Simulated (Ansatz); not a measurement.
Born–Oppenheimer molecular dynamics of BFH3NO (7 atoms, charge 0, multiplicity 1). It starts from a relaxed structure.

Theory: RKS r2SCAN/6-31G (Ansatz).

| Property | Result |
| --- | --- |
| ensemble | NVE (velocity Verlet) |
| time step | 0.5 fs |
| steps asked | 300 |
| starting velocities drawn for | 300 K |
| seed | 645521 |

First frame:

```xyz
7
Properties=species:S:1:pos:R:3
B 0.077 0.044 -0.013
O -0.019 -0.495 1.257
H -0.878 -0.435 1.704
N 1.279 0.001 -0.729
H 2.107 -0.422 -0.340
H 1.372 0.388 -1.653
F -1.046 0.639 -0.585
```

Q: How far do the bonds stretch over the last three quarters of this one trajectory? (Pairs bonded in most of those frames.)

A: 
| bond | mean (Å) | spread (Å) | shortest | longest |
| --- | --- | --- | --- | --- |
| B1–O2 | 1.384 | 0.019 | 1.35 | 1.42 |
| B1–N4 | 1.404 | 0.021 | 1.37 | 1.44 |
| B1–F7 | 1.397 | 0.022 | 1.35 | 1.44 |
| O2–H3 | 0.971 | 0.004 | 0.96 | 0.98 |
| N4–H5 | 1.009 | 0.011 | 0.99 | 1.03 |
| N4–H6 | 1.009 | 0.008 | 0.99 | 1.02 |

Mean temperature of the second half: 156 K. The conserved energy stayed within 0.085 meV per atom of its start (net change 0.047 meV per atom), so the integration is sound. The temperature averaged 0.52 of the 300 K drawn at the start: a run that starts near a minimum puts about half its kinetic energy into the potential. A run of 0.15 ps of so small a system gives no equilibrium averages. Limits of this set-up: no polarisation functions.

The run took 11 min on 1 thread of Intel(R) Xeon(R) Platinum 8259CL CPU @ 2.50GHz (Skylake/Cascade Lake), with other jobs on the host, peak memory 0.12 GiB.
